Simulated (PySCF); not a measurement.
PySCF job for C4H12Mo, SMILES [CH3][Mo]([CH3])([CH3])[CH3], multiplicity 1, TDA-PBE/def2-SVPD. Coordinates come from a B3LYP-D3(BJ)/def2-SVP optimisation. The multiplicity is an assumed one; other spin states were not compared. The def2 effective core potentials stand for the cores of Mo; spin–orbit coupling is left out.

```python
import numpy as np
from pyscf import gto, scf, dft, tdscf

mol = gto.M(
    atom='''
    Mo    0.00000000   -0.00000000    0.00000000
    C    -1.14980237   -1.14980237    1.28901601
    C    -1.14980237    1.14980237   -1.28901601
    C     1.14980237   -1.14980238   -1.28901600
    C     1.14980236    1.14980238    1.28901600
    H    -1.90269603   -0.62467511    1.90423892
    H    -0.62467511   -1.90269602    1.90423893
    H    -1.68300815   -1.68300816    0.46577698
    H    -0.62467512    1.90269602   -1.90423892
    H    -1.68300816    1.68300815   -0.46577699
    H    -1.90269603    0.62467510   -1.90423892
    H     1.68300816   -1.68300816   -0.46577697
    H     0.62467512   -1.90269604   -1.90423891
    H     1.90269603   -0.62467512   -1.90423891
    H     1.90269603    0.62467512    1.90423891
    H     0.62467511    1.90269604    1.90423891
    H     1.68300815    1.68300816    0.46577697
    ''',
    basis='def2-SVPD',
    ecp={'Mo': 'def2-svp'},
    charge=0,
    spin=0,
    symmetry=True,
    max_memory=1600,
    verbose=4,
)
mf = dft.RKS(mol, xc='pbe').density_fit(auxbasis='def2-universal-jkfit')
mf.grids.level = 3
mf.conv_tol = 1e-9
mf.max_cycle = 100
mf.kernel()
mf.grids = dft.Grids(mol).set(level=1).build(with_non0tab=True)  # coarser grid for the response kernel
td = tdscf.TDA(mf)
td.singlet = True
td.nstates = 6
td.conv_tol = 1e-4
td.positive_eig_threshold = 1e-6
td.kernel(x0=td.get_init_guess(mf, 11))
td.analyze()
tt = tdscf.TDA(mf)
tt.singlet = False
tt.nstates = 2
tt.conv_tol = 1e-4
tt.positive_eig_threshold = 1e-6
tt.kernel(x0=tt.get_init_guess(mf, 7))
tt.analyze(verbose=3)
```

It prints:

```
PySCF version 2.14.0

[INPUT] verbose = 4
[INPUT] num. atoms = 17
[INPUT] num. electrons = 50
[INPUT] charge = 0
[INPUT] spin (= nelec alpha-beta = 2S) = 0
[INPUT] symmetry True subgroup None
[INPUT] Mole.unit = angstrom
[INPUT] Symbol           X                Y                Z      unit          X                Y                Z       unit  Magmom
[INPUT]  1 Mo     0.000000000000   0.000000000000   0.000000000000 AA    0.000000000000   0.000000000000   0.000000000000 Bohr   0.0
[INPUT]  2 C     -1.149802370000  -1.149802370000   1.289016010000 AA   -2.172811576676  -2.172811576676   2.435887229080 Bohr   0.0
[INPUT]  3 C     -1.149802370000   1.149802370000  -1.289016010000 AA   -2.172811576676   2.172811576676  -2.435887229080 Bohr   0.0
[INPUT]  4 C      1.149802370000  -1.149802380000  -1.289016000000 AA    2.172811576676  -2.172811595573  -2.435887210182 Bohr   0.0
[INPUT]  5 C      1.149802360000   1.149802380000   1.289016000000 AA    2.172811557779   2.172811595573   2.435887210182 Bohr   0.0
[INPUT]  6 H     -1.902696030000  -0.624675110000   1.904238920000 AA   -3.595574394997  -1.180464874733   3.598490034538 Bohr   0.0
[INPUT]  7 H     -0.624675110000  -1.902696020000   1.904238930000 AA   -1.180464874733  -3.595574376100   3.598490053435 Bohr   0.0
[INPUT]  8 H     -1.683008150000  -1.683008160000   0.465776980000 AA   -3.180424468911  -3.180424487808   0.880190927327 Bohr   0.0
[INPUT]  9 H     -0.624675120000   1.902696020000  -1.904238920000 AA   -1.180464893630   3.595574376100  -3.598490034538 Bohr   0.0
[INPUT] 10 H     -1.683008160000   1.683008150000  -0.465776990000 AA   -3.180424487808   3.180424468911  -0.880190946224 Bohr   0.0
[INPUT] 11 H     -1.902696030000   0.624675100000  -1.904238920000 AA   -3.595574394997   1.180464855835  -3.598490034538 Bohr   0.0
[INPUT] 12 H      1.683008160000  -1.683008160000  -0.465776970000 AA    3.180424487808  -3.180424487808  -0.880190908430 Bohr   0.0
[INPUT] 13 H      0.624675120000  -1.902696040000  -1.904238910000 AA    1.180464893630  -3.595574413894  -3.598490015640 Bohr   0.0
[INPUT] 14 H      1.902696030000  -0.624675120000  -1.904238910000 AA    3.595574394997  -1.180464893630  -3.598490015640 Bohr   0.0
[INPUT] 15 H      1.902696030000   0.624675120000   1.904238910000 AA    3.595574394997   1.180464893630   3.598490015640 Bohr   0.0
[INPUT] 16 H      0.624675110000   1.902696040000   1.904238910000 AA    1.180464874733   3.595574413894   3.598490015640 Bohr   0.0
[INPUT] 17 H      1.683008150000   1.683008160000   0.465776970000 AA    3.180424468911   3.180424487808   0.880190908430 Bohr   0.0

nuclear repulsion = 228.188977232124
point group symmetry = D2d, use subgroup D2
symmetry origin: [-1.45363547e-09 -4.84545173e-10 -4.27008856e-18]
symmetry axis x: [ 1.00000000e+00 -2.23003805e-10  6.26640866e-09]
symmetry axis y: [ 2.23003825e-10  1.00000000e+00 -3.24741179e-09]
symmetry axis z: [-6.26640866e-09  3.24741179e-09  1.00000000e+00]
num. orbitals of irrep A = 54
num. orbitals of irrep B1 = 52
num. orbitals of irrep B2 = 52
num. orbitals of irrep B3 = 52
number of shells = 92
number of NR pGTOs = 300
number of NR cGTOs = 210
basis = def2-SVPD
ecp = {'Mo': 'def2-svp'}


[settings echo left out]
init E= -219.554333076718
HOMO (A) = -0.426992073618388  LUMO (A) = -0.410504625671628  gap/eV = 0.44865
cycle= 1 E= -227.082227243601  delta_E= -7.53  |g|= 1.08  |ddm|= 5.78
HOMO (A) = 0.0227002596949522  LUMO (B3) = 0.0536997433353807  gap/eV = 0.84354
cycle= 2 E= -224.590440422975  delta_E= 2.49  |g|= 2.73  |ddm|=   78
HOMO (A) = -0.223241341810732  LUMO (A) = -0.214078891836598  gap/eV = 0.24932
cycle= 3 E= -226.798385366238  delta_E= -2.21  |g|= 1.61  |ddm|=   78
HOMO (A) = -0.172666222827927  LUMO (A) = -0.168532749967516  gap/eV = 0.11248
cycle= 4 E= -227.384581233277  delta_E= -0.586  |g|= 0.434  |ddm|= 1.24
HOMO (A) = -0.117465968669251  LUMO (A) = -0.116333142091268  gap/eV = 0.03083
cycle= 5 E= -227.363914571969  delta_E= 0.0207  |g|= 0.24  |ddm|=  2.8
HOMO (A) = -0.123144509762925  LUMO (A) = -0.110363314293487  gap/eV = 0.34779
cycle= 6 E= -227.434512372666  delta_E= -0.0706  |g|= 0.0665  |ddm|= 2.75
HOMO (A) = -0.120924732666755  LUMO (A) = -0.11130314120812  gap/eV = 0.26182
cycle= 7 E= -227.435118968212  delta_E= -0.000607  |g|= 0.047  |ddm|= 0.103
HOMO (A) = -0.120093857373279  LUMO (A) = -0.112684304900307  gap/eV = 0.20162
cycle= 8 E= -227.435379587024  delta_E= -0.000261  |g|= 0.0354  |ddm|= 0.0518
HOMO (A) = -0.116754682467287  LUMO (A) = -0.116075399887206  gap/eV = 0.01848

WARN: A HOMO -0.116754682467287 > system LUMO -0.116075399887206


WARN: A LUMO -0.116075399887206 < system HOMO -0.116754682467287

cycle= 9 E= -227.435721553932  delta_E= -0.000342  |g|= 0.00307  |ddm|=  0.1
HOMO (A) = -0.11686304351697  LUMO (A) = -0.116624943043441  gap/eV = 0.00648

WARN: A HOMO -0.11686304351697 > system LUMO -0.116624943043441


WARN: A LUMO -0.116624943043441 < system HOMO -0.11686304351697

cycle= 10 E= -227.435296241391  delta_E= 0.000425  |g|= 0.0198  |ddm|= 0.176
HOMO (A) = -0.116851479873103  LUMO (A) = -0.116611473453366  gap/eV = 0.00653

WARN: A HOMO -0.116851479873103 > system LUMO -0.116611473453366


WARN: A LUMO -0.116611473453366 < system HOMO -0.116851479873103

cycle= 11 E= -227.435632756381  delta_E= -0.000337  |g|= 0.00915  |ddm|= 0.256
HOMO (A) = -0.11688372723974  LUMO (A) = -0.116573152446079  gap/eV = 0.00845

WARN: A HOMO -0.11688372723974 > system LUMO -0.116573152446079


WARN: A LUMO -0.116573152446079 < system HOMO -0.11688372723974

cycle= 12 E= -227.435724461383  delta_E= -9.17e-05  |g|= 0.000505  |ddm|= 0.0814
HOMO (A) = -0.116834067798288  LUMO (A) = -0.116596790997002  gap/eV = 0.00646

WARN: A HOMO -0.116834067798288 > system LUMO -0.116596790997002


WARN: A LUMO -0.116596790997002 < system HOMO -0.116834067798288

cycle= 13 E= -227.435724513427  delta_E= -5.2e-08  |g|= 0.00015  |ddm|= 0.00192
HOMO (A) = -0.116825750900906  LUMO (A) = -0.116604825805702  gap/eV = 0.00601

WARN: A HOMO -0.116825750900906 > system LUMO -0.116604825805702


WARN: A LUMO -0.116604825805702 < system HOMO -0.116825750900906

cycle= 14 E= -227.435724529157  delta_E= -1.57e-08  |g|= 5.06e-05  |ddm|= 0.000695
HOMO (A) = -0.116825694451463  LUMO (A) = -0.116604840582602  gap/eV = 0.00601

WARN: A HOMO -0.116825694451463 > system LUMO -0.116604840582602


WARN: A LUMO -0.116604840582602 < system HOMO -0.116825694451463

cycle= 15 E= -227.435724531909  delta_E= -2.75e-09  |g|= 7.25e-06  |ddm|= 0.000384
HOMO (A) = -0.116825679856981  LUMO (A) = -0.116604864507764  gap/eV = 0.00601

WARN: A HOMO -0.116825679856981 > system LUMO -0.116604864507764


WARN: A LUMO -0.116604864507764 < system HOMO -0.116825679856981

cycle= 16 E= -227.435724531968  delta_E= -5.91e-11  |g|= 7.46e-07  |ddm|= 5.77e-05
HOMO (A) = -0.116825667395947  LUMO (A) = -0.116604871288095  gap/eV = 0.00601

WARN: A HOMO -0.116825667395947 > system LUMO -0.116604871288095


WARN: A LUMO -0.116604871288095 < system HOMO -0.116825667395947

Extra cycle  E= -227.435724496777  delta_E= 3.52e-08  |g|= 0.000179  |ddm|= 0.00159
SCF not converged.
SCF energy = -227.435724496777
tot grids = 58560
Overwritten attributes  positive_eig_threshold  of <class 'pyscf.tdscf.rks.TDA'>


******** <class 'pyscf.tdscf.rks.TDA'> for <class 'pyscf.df.df_jk.DFSymAdaptedRKS'> ********
nstates = 6 singlet
deg_eia_thresh = 1.000e-03
wfnsym = None
conv_tol = 0.0001
eigh lindep = 1e-12
eigh level_shift = 0
eigh max_cycle = 100

WARN: Ground state SCF is not converged



Excitation energies (eV)
[0.63341377 1.79134327 2.58456944 2.58496344 2.64294786 3.4846247 ]

** Singlet excitation energies and oscillator strengths **
Excited State   1:    A      0.63341 eV   1957.40 nm  f=0.0000
      25 -> 26       -0.70443
Excited State   2:   B1      1.79134 eV    692.13 nm  f=0.0000
      25 -> 27       -0.70697
Excited State   3:   B3      2.58457 eV    479.71 nm  f=0.0182
      25 -> 28       -0.70402
Excited State   4:   B2      2.58496 eV    479.64 nm  f=0.0182
      25 -> 29       -0.70401
Excited State   5:    A      2.64295 eV    469.11 nm  f=0.0000
      25 -> 30        0.70708
Excited State   6:   B1      3.48462 eV    355.80 nm  f=0.0036
      24 -> 26       -0.70457

** Transition electric dipole moments (AU) **
state          X           Y           Z        Dip. S.      Osc.
  1         0.0000     -0.0000      0.0000      0.0000      0.0000
  2        -0.0000     -0.0000      0.0002      0.0000      0.0000
  3         0.5363      0.0000     -0.0000      0.2876      0.0182
  4         0.0000     -0.5367     -0.0000      0.2880      0.0182
  5         0.0000      0.0000      0.0000      0.0000      0.0000
  6        -0.0000      0.0000      0.2043      0.0417      0.0036

WARN: ECP detected. Skipping calculation of transition velocity and magnetic dipole moments, which have not yet been implemented.



******** <class 'pyscf.tdscf.rks.TDA'> for <class 'pyscf.df.df_jk.DFSymAdaptedRKS'> ********
nstates = 2 triplet
deg_eia_thresh = 1.000e-03
wfnsym = None
conv_tol = 0.0001
eigh lindep = 1e-12
eigh level_shift = 0
eigh max_cycle = 100

WARN: Ground state SCF is not converged



Excitation energies (eV)
[1.35626248 1.95143765]

** Triplet excitation energies and oscillator strengths **
Excited State   1:   B1      1.35626 eV    914.16 nm  f=0.0000
Excited State   2:   B2      1.95144 eV    635.35 nm  f=0.0000
```

The run did not converge; its last values are not results.
